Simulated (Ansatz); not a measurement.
Reaction (ligand exchange at a B–O bond): `BO[SiH2]C` + `O[SiH](O)[SiH3]` → `BO[SiH](O)[SiH3]` + `C[SiH2]O`

Isolated molecules relaxed with PBE0-D4/def2-TZVP in Ansatz; ΔE leaves out vibrations. CBS: MP2 limit from def2 TZ/QZ plus the TZ coupled-cluster correction, frozen cores. This one scheme is used for every species. DFT in def2-TZVPP. B3LYP here is the variant with VWN-RPA as its local correlation; programs differ in this. One conformer a species, not always the lowest.

Is it downhill or uphill in electronic energy at CCSD(T)/CBS, and by how much? (Best estimate.)

The calculation gave: Uphill: ΔE = +3.9 kJ/mol.

What do these levels give: PBE0-D4, B3LYP-D4, ωB97X-V, r2SCAN, PBE0, B3LYP, HF/def2-TZVPP, SCS-MP2/def2-TZVPP, CCSD/def2-TZVPP, CCSD(T)/def2-TZVPP, HF/def2-QZVPP, SCS-MP2/def2-QZVPP? (Best estimate.)

Computed: PBE0-D4 4.7, B3LYP-D4 5.0, ωB97X-V 4.6, r2SCAN 5.5, PBE0 6.0, B3LYP 7.3, HF/def2-TZVPP 5.7, SCS-MP2/def2-TZVPP 4.6, CCSD/def2-TZVPP 4.3, CCSD(T)/def2-TZVPP 4.1, HF/def2-QZVPP 5.6, SCS-MP2/def2-QZVPP 4.5 kJ/mol.

Largest T1 diagnostic among the species: 0.014.
